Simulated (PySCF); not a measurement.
**C₆H₁₂OSi₂: full NMR table**

- Formula: C6H12OSi2
- SMILES: CC#C[SiH2]O[SiH2]C1CC1
- InChI: InChI=1S/C6H12OSi2/c1-2-5-8-7-9-6-3-4-6/h6H,3-4,8-9H2,1H3
- Point group of the computed structure: C1
- Degrees of unsaturation: 3
- Carbon signals: 5
- Proton signals: 6

Numbering as in the mapped SMILES `[CH3:1][C:2]#[C:3][SiH2:4][O:5][SiH2:6][CH:7]1[CH2:8][CH2:9]1`; H(Xn) means a hydrogen on atom n. Ha(C8), Ha(C9) are cis to Si6 on the ring; Hb(C8), Hb(C9) are trans to Si6 on the ring.

Theoretical values (PySCF 2.14): σ from GIAO-PBE0/pcSseg-1, geometry from GFN2-xTB. Averaged over atoms made equivalent by symmetry, fast rotation or ring inversion, gas phase, relativity neglected, single conformer.

Shifts are taken against calculated references (same method and geometry level): 1H (σref 31.72), 13C (σref 186.93), 29Si (σref 349.16) vs TMS; H2O for 17O (σref 336.08).

| carbon | δC, type | δH (multiplicity) | HMBC from (2–3 bonds) | span of the C tensor (ppm) |
| --- | --- | --- | --- | --- |
| C1 | 5.9, CH3 | 2.10 (s) | – | 25 |
| C2 | 112.5, C | – | H(Si4), H(C1) | 278 |
| C3 | 86.8, C | – | H(Si4), H(C1) | 260 |
| C7 | -2.4, CH | 0.34 (m) | H(Si6), Hb(C8)/Hb(C9), Ha(C8)/Ha(C9) | 67 |
| C8/C9 | 3.6, CH2 | Ha(C8) 0.14 (m); Hb(C8) 0.67 (m) | H(Si6), Hb(C8)/Hb(C9), H(C7), Ha(C8)/Ha(C9) | 59 |

Other nuclei:
| atoms | nucleus | environment | δ (ppm) | σ (ppm) |
| --- | --- | --- | --- | --- |
| H(Si4) | 1H | hydrogen on a silicon bonded to C, O | 5.22 | 26.50 |
| H(Si6) | 1H | hydrogen on a silicon bonded to C, O | 4.97 | 26.74 |
| Si6 | 29Si | silicon bonded to C, O, 2 H | -15.9 | 365.0 |
| Si4 | 29Si | silicon bonded to C, O, 2 H | -56.9 | 406.0 |
| O5 | 17O | oxygen bonded to 2 Si | 32.1 | 304.0 |

1. Carbon types of the structure: 2 × C, 1 × CH, 2 × CH2, 1 × CH3, leaving 4 H on heteroatoms.
2. δC 112.5, 86.8: alkyne carbon.
3. δC 5.9: propargylic methyl carbon; saturated and bonded to C and H only.
4. δC 3.6, -2.4: three-membered-ring carbon; carbons of three-membered rings are unusually shielded.
5. δH 5.22, 4.97: hydrogen on a silicon bonded to C, O.
6. δH 0.67, 0.34, 0.14: hydrogen on a three-membered-ring carbon; cyclopropane-type protons are shielded by the ring.

Shifts are as computed. Against solution values, carbons near 30 ppm lie about +3 ppm off and those near 130 ppm about +5 ppm. Of 1211 compounds with measured shifts, 218 miss one by over three times the rms of a fit or turn the order of signals round; such compounds aren't used in these exercises. Experimental scales use liquid or dissolved standards, which lie at an offset from isolated H2O (liquid H2O: subtract about 36 ppm). No couplings were computed; multiplicities are counted from neighbouring protons, with m where these are inequivalent, close in shift, in a saturated or five-membered ring or joined by F or P, and br s for small geminal =CH2 splittings.
